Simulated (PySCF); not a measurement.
Partial charges of `CC[C@H]([SiH3])[SiH2]O[SiH3]`

Species: C₃H₁₄OSi₃.
Structure used (PBE0-D3(BJ)/def2-SVP), in Å, numbered top down from 1:
```
atom  x, y, z in Å
C1    -3.1552    1.1467   -0.7663
C2    -2.2802    0.0795   -1.4099
C3    -1.0085   -0.2784   -0.6150
Si4   -1.3523   -1.0836    1.0628
Si5    0.2095    1.1494   -0.4742
O6     1.6612    0.5818    0.0755
Si7    2.9822   -0.3586    0.3638
H8    -4.0519    1.3390   -1.3741
H9    -2.6231    2.1051   -0.6538
H10   -3.4959    0.8455    0.2375
H11   -2.8812   -0.8340   -1.5616
H12   -1.9899    0.4130   -2.4219
H13   -0.4470   -1.0486   -1.1790
H14   -2.4153   -2.1284    0.9137
H15   -1.8165   -0.0886    2.0788
H16   -0.1114   -1.7306    1.5863
H17   -0.2567    2.1950    0.4843
H18    0.3971    1.7771   -1.8204
H19    3.6336    0.0826    1.6309
H20    3.9562   -0.2283   -0.7610
H21    2.5810   -1.7926    0.4906
```

Density: PBE0/pcSseg-1 (PySCF); schemes: Mulliken, IAO, Hirshfeld and ESP-fitted. One conformer (not necessarily the lowest) at the PBE0-D3(BJ)/def2-SVP geometry, without solvent, vibrations or thermal averaging.

Task: Tabulate the Mulliken, IAO, Hirshfeld and ESP-fitted charges.

Result: In e; atoms taken as equivalent share a row and are averaged (×n: the atom named and its like, n in all):

| atom | environment | Mulliken | IAO | Hirshfeld | ESP-fitted |
| --- | --- | --- | --- | --- | --- |
| C1 | methyl carbon | -0.306 | -0.408 | -0.112 | -0.207 |
| C2 | chain CH2 carbon | -0.225 | -0.234 | -0.061 | +0.025 |
| C3 | sp3 carbon bound to silicon | -0.828 | -0.676 | -0.196 | -0.279 |
| Si4 | SiH3 silicon | +0.455 | +0.568 | +0.298 | +0.301 |
| Si5 | oxygen-bound silicon | +0.899 | +0.991 | +0.394 | +0.580 |
| O6 | siloxane oxygen | -0.751 | -0.870 | -0.304 | -0.446 |
| Si7 | oxygen-bound silicon | +0.719 | +0.858 | +0.388 | +0.559 |
| H8/H9/H10 | methyl hydrogen | +0.127 | +0.137 | +0.041 | +0.062 |
| H11 | methylene hydrogen | +0.129 | +0.132 | +0.036 | +0.029 |
| H12 | methylene hydrogen | +0.126 | +0.131 | +0.036 | +0.017 |
| H13 | methine hydrogen | +0.178 | +0.154 | +0.042 | +0.100 |
| H14/H15/H16 | Si–H hydrogen | -0.070 | -0.113 | -0.077 | -0.087 |
| H17 | Si–H hydrogen | -0.104 | -0.146 | -0.083 | -0.125 |
| H18 | Si–H hydrogen | -0.107 | -0.147 | -0.085 | -0.130 |
| H19/H20/H21 | Si–H hydrogen | -0.119 | -0.142 | -0.080 | -0.117 |

Mean size of the charges over all atoms: IAO 0.309 e, Mulliken 0.275 e, ESP-fitted 0.171 e, Hirshfeld 0.125 e. Each set sums to the total charge, 0, to within 0.001 e. The IAO scheme counts the electrons in orthogonalised intrinsic atomic orbitals, a minimal basis polarised so that it spans the occupied orbitals exactly.

Lowest charge. The schemes don't all agree: Mulliken C3 (-0.828); IAO O6 (-0.870); Hirshfeld O6 (-0.304); ESP-fitted O6 (-0.446).

Highest charge. All schemes agree: Mulliken Si5 (+0.899); IAO Si5 (+0.991); Hirshfeld Si5 (+0.394); ESP-fitted Si5 (+0.580).

Task: How closely do the schemes follow one another over all atoms?

Result: Correlation coefficient and root-mean-square difference: Mulliken with IAO 0.99, 0.069 e; Hirshfeld with ESP-fitted 0.99, 0.076 e; IAO with Hirshfeld 0.98, 0.258 e; IAO with ESP-fitted 0.97, 0.198 e; Mulliken with Hirshfeld 0.95, 0.231 e; Mulliken with ESP-fitted 0.95, 0.177 e.

Task: Sum the charges by element, for elements with more than one atom.

Result: 
```
element  atoms  Mulliken     IAO  Hirshfeld  ESP-fitted
      C      3    -1.359  -1.317     -0.370      -0.461
     Si      3    +2.073  +2.417     +1.080      +1.441
      H     14    +0.037  -0.230     -0.405      -0.534
```

Task: How many electrons does the ESP-fitted scheme count on Si7?

Result: Z − q = 14 − (+0.559) = 13.441.
